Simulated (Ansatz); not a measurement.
Species: sum formula NbO2F, charge 0, multiplicity 1. SMILES: [F][Nb](=[O])=[O]
Coordinates optimised at B3LYP-D3(BJ)/def2-TZVP (Ansatz, an electronic-structure program):
```
Nb
O 1 1.7180
O 1 1.7180 2 107.46
F 1 1.9103 2 113.91 3 -127.17
```

Wanted: vertical ionisation energy (to the doublet state of charge +1; each state is the SCF solution reached for its spin; the UHF <S^2> is 1.17 for the doublet (pure: 0.75); for the doublet T1 is 0.060; for the singlet T1 is 0.030), in eV. Cores are frozen in the correlated levels unless marked. Open shells are spin-unrestricted. Spin-orbit coupling is left out. The frozen core is the preceding noble-gas configuration, with the filled d and f shells of earlier blocks. In def2 rows, elements after Kr have scalar-relativistic effective core potentials. CBS marks a two-point X^-3 extrapolation of the correlation energy; Hartree-Fock from the larger set. [CCSD(T)-MP2]/basis is that difference in the basis named.

| level | program | vertical ionisation energy (eV) |
|---|---|---|
| PBE/def2-TZVPD | Ansatz | 10.75 |
| B3LYP/def2-TZVPD | Ansatz | (withheld) |
| BHLYP/def2-TZVPD | Ansatz | 10.81 |
| CAM-B3LYP/def2-TZVPD | Ansatz | 11.08 |
| wB97M-V/def2-TZVPD | Ansatz | 11.05 |
| wB97X-V/def2-TZVPD | Ansatz | (withheld) |
| SCS-MP2/def2-SVPD | Ansatz | 12.67 |
| SCS-MP2/def2-TZVPPD | Ansatz | 12.70 |
| RI-MP2/CBS(def2-TZVPPD,def2-QZVPPD)+[CCSD(T)-MP2]/def2-TZVPPD | Ansatz | 11.14 |

Question: Some entries are withheld; supply them.

Answer: 
- B3LYP/def2-TZVPD, vertical ionisation energy (eV): 10.96
- wB97X-V/def2-TZVPD, vertical ionisation energy (eV): 11.02
